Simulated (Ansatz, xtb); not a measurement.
## Two isomers of C4H6SSe

Structure X is `C=C1SCC[Se]1`, a singlet and structure Y is `S=C1CC[Se]C1`, a singlet. Both are isolated molecules in the gas phase, relaxed with B3LYP/def2-SVP; the shapes shown needn't be the lowest conformers.

X (Å):

```yaml
atoms:
  - { symbol: C, position_ang: [-1.9278, 0.3789, 0.0937] }
  - { symbol: C, position_ang: [-0.6951, 0.4456, -0.4315] }
  - { symbol: C, position_ang: [1.3472, 0.2524, -2.1943] }
  - { symbol: C, position_ang: [2.0603, 0.6768, -0.9178] }
  - { symbol: S, position_ang: [-0.3861, 0.8417, -2.1379] }
  - { symbol: Se, position_ang: [0.9119, 0.1595, 0.6016] }
  - { symbol: H, position_ang: [-2.8146, 0.4902, -0.5355] }
  - { symbol: H, position_ang: [-2.0836, 0.2186, 1.1631] }
  - { symbol: H, position_ang: [1.8049, 0.7120, -3.0849] }
  - { symbol: H, position_ang: [1.3639, -0.8419, -2.3148] }
  - { symbol: H, position_ang: [3.0234, 0.1582, -0.7976] }
  - { symbol: H, position_ang: [2.2246, 1.7632, -0.8884] }
```

Y (Å):

```xyz
12

C    -0.3082   -0.0927   -0.3632
C    -0.3492    0.7713   -1.6046
C     1.0333    0.7610   -2.2585
C     0.9211    0.1785    0.4727
S    -1.4356   -1.1960    0.0426
Se    2.3462    0.8208   -0.7615
H    -0.5943    1.8013   -1.2808
H    -1.1435    0.4360   -2.2868
H     1.2041    1.6296   -2.9083
H     1.1974   -0.1586   -2.8378
H     1.2383   -0.7169    1.0214
H     0.7042    0.9769    1.2017
```

Quicker runs give these differences E(Y) − E(X): GFN2-xTB −37.43 kJ/mol; HF/STO-3G +32.48 kJ/mol (at GFN2-xTB geometries); r2SCAN-D4/def2-SVP −13.31 kJ/mol (at GFN2-xTB geometries).

Task: Estimate E(Y) − E(X) at the level CCSD(T)/def2-SVP + ΔMP2/def2-TZVPP.

Result: Too close to call at this level: CCSD(T)/def2-SVP + ΔMP2/def2-TZVPP gives E(Y) − E(X) = −7.04 kJ/mol.

How the difference moves with the method:

```json
{"level": "GFN2-xTB", "geometry": "GFN2-xTB", "E(Y) − E(X) (kJ/mol)": "−37.43", "departure from the last row (kJ/mol)": "−30.38", "job, with rough time for the two": "optimisation, 0.23 s"}
{"level": "HF/STO-3G", "geometry": "GFN2-xTB", "E(Y) − E(X) (kJ/mol)": "+32.48", "departure from the last row (kJ/mol)": "+39.52", "job, with rough time for the two": "single point, 0.48 s"}
{"level": "r2SCAN-D4/def2-SVP", "geometry": "GFN2-xTB", "E(Y) − E(X) (kJ/mol)": "−13.31", "departure from the last row (kJ/mol)": "−6.27", "job, with rough time for the two": "single point, 4.2 s"}
{"level": "B3LYP/def2-SVP", "geometry": "B3LYP/def2-SVP", "E(Y) − E(X) (kJ/mol)": "−15.55", "departure from the last row (kJ/mol)": "−8.51", "job, with rough time for the two": "optimisation, 67 s"}
{"level": "HF/def2-SVP", "geometry": "B3LYP/def2-SVP", "E(Y) − E(X) (kJ/mol)": "−23.25", "departure from the last row (kJ/mol)": "−16.20", "job, with rough time for the two": "part of the CCSD(T) run"}
{"level": "MP2/def2-SVP", "geometry": "B3LYP/def2-SVP", "E(Y) − E(X) (kJ/mol)": "−25.01", "departure from the last row (kJ/mol)": "−17.97", "job, with rough time for the two": "part of the CCSD(T) run"}
{"level": "CCSD(T)/def2-SVP", "geometry": "B3LYP/def2-SVP", "E(Y) − E(X) (kJ/mol)": "−24.69", "departure from the last row (kJ/mol)": "−17.64", "job, with rough time for the two": "single point"}
{"level": "CCSD(T)/def2-SVP + ΔMP2/def2-TZVPP", "geometry": "B3LYP/def2-SVP", "E(Y) − E(X) (kJ/mol)": "−7.04", "departure from the last row (kJ/mol)": "", "job, with rough time for the two": "single point, 69 s"}
```

As drawn, Y has 1 C=S, 2 C–C in place of 1 C=C, 2 C–S.

HF/STO-3G puts the two in the other order. The largest departure from CCSD(T)/def2-SVP + ΔMP2/def2-TZVPP is that of HF/STO-3G, 39.52 kJ/mol. The last row adds to CCSD(T) the change of the MP2 difference between the two basis sets, here +17.64 kJ/mol, a large step that makes the value less sure.

With thermal terms from frequencies at re-optimised GFN2-xTB minima (ideal gas, soft modes damped towards free rotors, one conformer each, 298.15 K, 1 atm): on the last row, ΔE + ΔZPE = −4.60, ΔH = −5.09, ΔG = −5.04 kJ/mol.

The correlated steps freeze 18 core orbitals; the filled d shell of Se is correlated, in a basis made for valence electrons. Codes used: Ansatz 0.2.0, xtb 6.7.1; the last row on 4 threads of Arm Neoverse V1 on a shared host.
